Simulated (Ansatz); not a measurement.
A structure relaxed at PBE-D4/def2-SVP in Ansatz, charge 0, doublet:

```csv
atom,x (Å),y (Å),z (Å)
Li1,-0.197,1.374,1.991
Ag2,-2.732,2.080,1.644
Ag3,-0.692,-1.464,-1.630
Ag4,-1.166,-3.110,0.753
Ag5,3.191,-0.258,0.632
Ag6,-2.168,-0.650,1.573
Ag7,-0.512,3.496,0.405
Ag8,1.242,-3.269,-0.705
Ag9,0.283,0.941,-2.802
Ag10,2.114,-0.861,-1.817
Ag11,0.562,-0.931,0.792
Ag12,-1.343,1.013,-0.511
Ag13,1.417,1.637,-0.326
```

(1) Give its formula.

(2) Summarise the bond lengths by kind (pairs closer than 1.2 times the sum of covalent radii, bridged metal pairs left out).

Results:

(1) the cluster LiAg12.

(2) 29 × Ag–Ag 2.72 to 3.04 Å; 6 × Ag–Li 2.65 to 2.86 Å.

In the def2 sets Ag takes a core potential; there is no spin–orbit coupling. The relaxation made no stability test and no search for a lower SCF solution. No other spin state of charge 0 was run. Another isomer (doublet) lies 0.09 eV lower at r2SCAN-D4/def2-TZVP; other spin states weren't run for this one.
